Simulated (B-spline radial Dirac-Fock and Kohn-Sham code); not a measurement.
# Internal conversion coefficients of Co at 12.7 keV

Z = 27 (cobalt), transition energy 12.7 keV. Level of theory: a Dirac-Hartree-Slater potential of the neutral atom with a Latter tail (no hole, which puts coefficients of high multipoles low close above an edge), finite nucleus with surface currents; an atomic code on a B-spline grid. Subshells that would emit electrons below 1 keV are left out.

| subshell | electron energy (keV) | E2 | E3 | E5 | M1 | M2 |
| --- | --- | --- | --- | --- | --- | --- |
| K | 4.99 | 528 | 11200 | 4.76e+06 | 13.2 | 919 |
| L1 | 11.77 | 41.9 | 675 | 734000 | 1.27 | 139 |
| L2 | 11.91 | 132 | 31300 | 4.58e+08 | 0.0831 | 12.8 |
| L3 | 11.92 | 237 | 55600 | 8.03e+08 | 0.0328 | 43.1 |
| M1 | 12.60 | 6.18 | 105 | 99600 | 0.188 | 21.3 |
| M2 | 12.63 | 18.2 | 4480 | 7.00e+07 | 0.0116 | 1.84 |
| M3 | 12.63 | 32.8 | 7920 | 1.22e+08 | 0.00454 | 6.16 |
| M4 | 12.69 | 0.0696 | 44.5 | 6.70e+06 | 4.57e-05 | 0.0172 |
| M5 | 12.69 | 0.0980 | 64.8 | 9.29e+06 | 3.59e-05 | 0.00361 |
| N1 | 12.69 | 0.371 | 6.33 | 5940 | 0.0113 | 1.29 |
| total |  | 996 | 112000 | 1.47e+09 | 14.8 | 1140 |

Task: For a pure E3 transition, what fraction of decays emits a photon?

Result: 1/(1 + α) = 8.97e-06 with the total α = 112000.

Values without a named source are computed, but for edge energies of neutral atoms, which are taken from tables.
